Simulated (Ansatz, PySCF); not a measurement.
NbO, SMILES [O]=[Nb] (connectivity only; charge and spin as stated), neutral, multiplicity 4. Atoms are numbered in the order given.

```xyz
2

Nb     0.0000     0.0000    -0.2587
O      0.0000     0.0000     1.4170
```
Charge 0, spin multiplicity 4.

Coordinates come from a PBE0-D3(BJ)/def2-TZVPD optimisation. The multiplicity is an assumed one; other spin states were not compared. The def2 effective core potentials stand for the cores of Nb; spin–orbit coupling is left out.

Two levels are set side by side: PBE-D3(BJ)/def2-TZVPD (Ansatz, an electronic-structure program) and PBE0-D3(BJ)/def2-TZVPD (Ansatz). Each level has its own optimised geometry; the coordinates shown are those of the second. Frequencies come from the Hessian of PySCF at each geometry. Differences are taken from unrounded values.

```tsv
quantity	PBE0-D3(BJ)	PBE-D3(BJ)	PBE-D3(BJ) minus PBE0-D3(BJ)
bond Nb1–O2 (Å)	1.676	1.694	0.018
highest harmonic wavenumber (cm⁻¹)	1041	996	-45
mean harmonic wavenumber (cm⁻¹)	1041	996	-45
zero-point energy (kcal/mol)	1.49	1.42	-0.06
```
